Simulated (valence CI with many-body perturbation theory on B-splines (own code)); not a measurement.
**From CI to CI+MBPT in Te⁴⁶⁺**

Calculated by configuration interaction combined with many-body perturbation theory (CI+MBPT): four valence electrons over a frozen Dirac-Fock core [He], radial functions for each j: 11 s, 11 p, 9 d, 7 f, 5 g, 2 h, 1 i, with the one-electron correlation potential Σ1, the two-electron term Σ2, the three-electron term Σ3, Breit, model QED; selected CI, second order for the rest (own B-spline code, finite nucleus).

No measured spectrum was set against this ion. As an estimate, large intervals hold to a few tenths of a per cent, small ones and those within an open d or f shell to about a per cent.

Each rung adds one term. CI alone is the Dirac-Coulomb CI over the frozen core; QED comes last and gives the full result, which names the levels. Energies are above (2s^2 2p1/2^2) J=0 on the same rung, in eV.

Levels are named by their leading jj configuration (3d3/2^4 stands for four electrons in 3d with j = 3/2), which in mixed levels can hold well under half, so a name can repeat and another be missing. Letters in brackets count levels of one name in rising energy.

| Level | CI alone | + Σ1 | + Σ2 | + Σ3 | + Breit | Full |
| --- | --- | --- | --- | --- | --- | --- |
| (2s^2 2p1/2 2p3/2) J=1 | 284.4 | 284.5 | 284.4 | 284.4 | 279.1 | 279.7 |
| (2s^2 2p1/2 2p3/2) J=2 | 302.3 | 302.4 | 302.3 | 302.3 | 294.3 | 294.9 |
| (2s 2p1/2^2 2p3/2) J=2 | 462.2 | 462.1 | 461.9 | 461.9 | 460.0 | 455.3 |
| (2s 2p1/2^2 2p3/2) J=1 | 519.9 | 519.8 | 519.5 | 519.4 | 518.5 | 513.9 |
| (2s^2 2p3/2^2) J=2 | 597.0 | 597.2 | 597.2 | 597.2 | 585.3 | 586.4 |
| (2s^2 2p3/2^2) J=0 | 632.6 | 632.8 | 632.9 | 632.8 | 623.9 | 624.9 |
| (2s 2p1/2 2p3/2^2) J=2 [a] | 731.3 | 731.3 | 731.1 | 731.1 | 725.0 | 720.9 |
| (2s 2p1/2 2p3/2^2) J=3 | 768.9 | 768.9 | 768.7 | 768.7 | 758.5 | 754.4 |
| (2s 2p1/2 2p3/2^2) J=0 | 798.0 | 797.9 | 797.8 | 797.8 | 793.6 | 789.5 |
| (2s 2p1/2 2p3/2^2) J=1 [a] | 813.9 | 813.8 | 813.5 | 813.4 | 807.6 | 803.4 |
| (2s 2p1/2 2p3/2^2) J=2 [b] | 826.8 | 826.7 | 826.4 | 826.2 | 817.7 | 813.6 |
| (2s 2p1/2 2p3/2^2) J=1 [b] | 827.4 | 827.4 | 827.1 | 827.0 | 821.4 | 817.3 |
| (2p1/2^2 2p3/2^2) J=2 | 1016.0 | 1015.7 | 1015.1 | 1014.9 | 1012.9 | 1003.6 |
| (2p1/2^2 2p3/2^2) J=0 | 1055.0 | 1054.7 | 1054.1 | 1054.0 | 1054.9 | 1045.7 |
| (2s 2p3/2^3) J=2 | 1085.6 | 1085.6 | 1085.5 | 1085.4 | 1073.9 | 1070.4 |
| (2s 2p3/2^3) J=1 | 1139.7 | 1139.7 | 1139.4 | 1139.2 | 1128.4 | 1124.8 |
| (2p1/2 2p3/2^3) J=1 | 1307.5 | 1307.3 | 1306.7 | 1306.6 | 1301.1 | 1292.3 |
| (2p1/2 2p3/2^3) J=2 | 1326.0 | 1325.8 | 1325.3 | 1325.2 | 1317.1 | 1308.2 |
| (2p3/2^4) J=0 | 1637.2 | 1637.1 | 1636.7 | 1636.5 | 1626.5 | 1618.3 |
| (2s^2 2p1/2 3s) J=0 | 4634.5 | 4634.9 | 4634.9 | 4634.8 | 4624.8 | 4626.5 |
| (2s^2 2p1/2 3s) J=1 | 4637.6 | 4638.0 | 4637.9 | 4637.8 | 4627.5 | 4629.2 |
| (2s^2 2p1/2 3p1/2) J=1 | 4688.8 | 4689.1 | 4689.0 | 4689.0 | 4680.1 | 4680.2 |
| (2s^2 2p1/2 3p1/2) J=0 | 4716.0 | 4716.3 | 4716.3 | 4716.2 | 4708.0 | 4708.2 |
| (2s^2 2p1/2 3p3/2) J=1 | 4776.4 | 4776.7 | 4776.6 | 4776.5 | 4768.4 | 4767.4 |
| (2s^2 2p1/2 3p3/2) J=2 | 4788.5 | 4788.8 | 4788.7 | 4788.6 | 4778.0 | 4778.3 |
| (2s 2p1/2^2 3s) J=1 | 4803.8 | 4804.0 | 4803.9 | 4803.8 | 4797.4 | 4795.1 |
| (2s 2p1/2^2 3s) J=0 | 4816.1 | 4816.2 | 4816.1 | 4816.0 | 4811.8 | 4808.2 |
| (2s^2 2p1/2 3d3/2) J=2 | 4833.0 | 4833.4 | 4833.4 | 4833.3 | 4822.5 | 4822.6 |
| (2s^2 2p1/2 3d3/2) J=1 | 4844.8 | 4845.0 | 4844.9 | 4844.8 | 4836.5 | 4834.7 |
| (2s 2p1/2^2 3p1/2) J=0 | 4850.0 | 4850.1 | 4850.0 | 4849.9 | 4847.4 | 4842.3 |
| (2s 2p1/2^2 3p1/2) J=1 | 4858.8 | 4859.0 | 4858.9 | 4858.8 | 4852.8 | 4849.7 |

**Question.** How does the ionisation energy move along the ladder, and which term matters most?

**Answer.** CI alone 8252.0, + Σ1 8252.4, + Σ2 8252.3, + Σ3 8252.2, + Breit 8240.5, + QED 8240.7 eV. The largest step is Breit, -11.8 eV. NIST lists 8240 ± 4 eV (theoretical).
